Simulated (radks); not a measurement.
Values are calculated unless marked as measured or tabulated.
The antimony ion Sb2+ inside a hard spherical wall (all orbitals vanish at R), configuration held at [Kr] 4d10 5s2 5p1 and not refilled when levels cross. Code: a radial shooting solver on a logarithmic mesh with Libxc functionals. Model: scalar-relativistic Kohn-Sham, LDA (Slater exchange, VWN5 correlation), spin-polarised, spherical densities, finite nucleus; open shells are filled with parallel spins first (spin-orbit coupling, left out, can overturn this in heavy ions); Fermi nuclear charge, rms radius 4.6802 fm. Eigenvalues in eV for spin up, with the zero of energy where the potential of the charges vanishes at infinity; a dash marks a level that is unbound or too diffuse for the functional's potential to be trusted. A positive occupied level is held by the wall or, in an anion where self-interaction has pushed it up, behind a barrier. The pressure on the wall is -dE/dV.

| R (bohr) | E (hartree) | kinetic (hartree) | e(4p) | e(4d) | e(5s) | e(5p) | e(6s, empty) | e(5d, empty) | pressure (GPa) |
|---|---|---|---|---|---|---|---|---|---|
| free | -6474.90418 | 6769.936 | -120.16 | -52.049 | -30.152 | -20.761 | -9.877 | -9.826 | 0 |
| 20 | -6474.90418 | 6769.936 | -120.16 | -52.049 | -30.152 | -20.761 | -9.877 | -9.826 | < 0.0001 |
| 8 | -6474.90412 | 6769.937 | -120.15 | -52.046 | -30.149 | -20.758 | -9.481 | -9.715 | 0.00418 |
| 7 | -6474.90375 | 6769.942 | -120.14 | -52.029 | -30.136 | -20.738 | -8.775 | -9.486 | 0.0417 |
| 3 | -6473.90760 | 6774.989 | -112.48 | -44.720 | -19.110 | -5.070 | 60.557 | 19.848 | 518 |
| 2 | -6465.66369 | 6808.315 | -86.744 | -17.752 | 44.331 | 70.699 | 266.05 | 115.95 | 13800 |
| 1.5 | -6437.23093 | 6908.787 | -31.739 | 44.810 | 210.04 | 249.81 | 656.93 | 307.49 | 121000 |
